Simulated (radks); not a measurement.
The numbers below are computed, except where a source is named.
Q: Coherent X-ray form factor from a spherical all-electron density. Level of theory: scalar-relativistic Kohn-Sham, BLYP, spin-polarised, spherical densities, finite nucleus; Fermi nuclear charge, rms radius of each element as measured or else 0.836 A^(1/3) + 0.57 fm (a radial shooting solver on a logarithmic mesh with Libxc functionals).

| sin(theta)/lambda (1/angstrom) | f0 (electrons) |
|---|---|
| 0.05 | 44.583 |
| 0.1 | 43.384 |
| 0.15 | 41.543 |
| 0.2 | 39.253 |
| 0.25 | 36.725 |
| 0.3 | 34.144 |
| 0.4 | 29.354 |
| 0.5 | 25.482 |
| 0.6 | 22.570 |
| 0.8 | 18.716 |
| 1 | 16.021 |
| 1.25 | 13.073 |
| 1.5 | 10.499 |
| 2 | 7.100 |

The species is in the configuration that NIST lists as its ground one. Which atom or ion scatters so?

A: The indium ion In4+, [Kr] 4d9. Extrapolating in s^2 from the first two rows gives f0(0) = 45.0, near the electron count 45; among species with that count, the fall with angle is slower the higher Z, and the table is that of Z = 49; from so few rows the species is fixed only to a neighbour or two.
